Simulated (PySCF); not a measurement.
**Ionisation energy of Tl⁷⁰⁺ by level of theory**

Tl⁷⁰⁺ [Ne] 3s1 (2S) → Tl⁷¹⁺ [Ne] (1S), as a difference of total energies. Calculation: PySCF 2.14, in an even-tempered Gaussian basis (17 s from 22 bohr⁻², ratio 2.5; 12 p from 29 bohr⁻², ratio 2.5; 4 d from 100 bohr⁻², ratio 2.7; 4 f from 150 bohr⁻², ratio 2.7); scalar relativity by spin-free X2C-1e. Correlated levels: outer shells: 1s2 frozen; virtual orbitals above 40 to 60 times the deepest correlated orbital energy dropped. The calculations carry no spin-orbit coupling.

```
                method  ionisation energy (eV)
                   UHF                  8887.5
    MP2 (outer shells)                  8888.4
SCS-MP2 (outer shells)                  8888.2
   CCSD (outer shells)                  8888.4
CCSD(T) (outer shells)                  8888.4
```

Breit and QED terms and the two-electron picture change are absent.

For comparison: 8880 ± 60 eV (theoretical estimate listed by NIST; NIST Atomic Spectra Database, ionization energies).
